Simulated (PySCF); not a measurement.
## Mayer bond orders and bond lengths

Species: C4H11ClOSi2.
Numbering: `[O:1]=[C:2]([CH2:3][CH2:4][SiH3:5])[CH2:6][SiH2:7][Cl:8]` (hydrogens: H9, H10 on C3; H11, H12 on C4; H13, H14, H15 on Si5; H16, H17 on C6; H18, H19 on Si7)

Structure used (GFN2-xTB), in Å, numbered top down from 1:
```
atom  x, y, z in Å
O1    -0.1481    1.1531   -0.6332
C2     0.3967    0.0844   -0.4551
C3    -0.3828   -1.1286   -0.0344
C4    -1.8739   -0.9241   -0.2524
Si5   -2.4795    0.7933    0.3338
C6     1.8780   -0.0592   -0.5501
Si7    2.6576    0.7388    1.0124
Cl8    2.0787   -0.3233    2.6183
H9    -0.1748   -1.2702    1.0320
H10   -0.0070   -2.0134   -0.5563
H11   -2.0941   -1.0354   -1.3150
H12   -2.4173   -1.7143    0.2637
H13   -3.8264    0.5318    0.8844
H14   -2.6582    1.7472   -0.7518
H15   -1.6817    1.2753    1.4618
H16    2.1760   -1.1009   -0.6511
H17    2.2396    0.4991   -1.4120
H18    2.1974    2.1128    1.1470
H19    4.1101    0.6427    0.8811
```

Bond orders from the PBE0/pcSseg-1 density (PySCF). Geometry: GFN2-xTB, one conformer, isolated molecule.

(1) How far do the computed orders between heavy atoms stray from the drawn ones?

(2) Give the Mayer order of every bond between heavy atoms, beside its length.

## Answers

(1) The largest departure is 0.140, at C6–Si7 (drawn single, 0.860). Drawn single, order below 0.88: C4–Si5 (0.872) and C6–Si7 (0.860).

(2) 
```tsv
bond	drawn as	length (Å)	Mayer order
O1–C2	double	1.213	1.878
C2–C3	single	1.502	0.968
C3–C4	single	1.521	1.054
C4–Si5	single	1.913	0.872
C2–C6	single	1.491	1.014
C6–Si7	single	1.920	0.860
Si7–Cl8	single	2.010	0.985
```

Bonds between the same two heavy elements. C–C: lowest C2–C3 (0.968, 1.502 Å), highest C3–C4 (1.054, 1.521 Å); in 2 of the 3 pairs the longer bond (by over 0.003 Å) has the higher order (by 0.02 or more). C–Si: all 2 within 0.02 of one another (0.860 to 0.872).

**Question.** And the bonds to hydrogen?

**Answer.** C–H: 0.91 to 0.95 (6 bonds); H–Si: 0.92 to 0.95 (5 bonds).

**Question.** Sum the orders of all bonds at each heavy atom with more than one neighbour and set the sums beside the valence in the SMILES.

**Answer.** C2 3.860 (drawn 4), C3 3.859 (drawn 4), C4 3.828 (drawn 4), Si5 3.687 (drawn 4), C6 3.740 (drawn 4), Si7 3.720 (drawn 4). Orders between atoms that aren't bonded are not in these sums.

Mayer orders depend on the basis set.
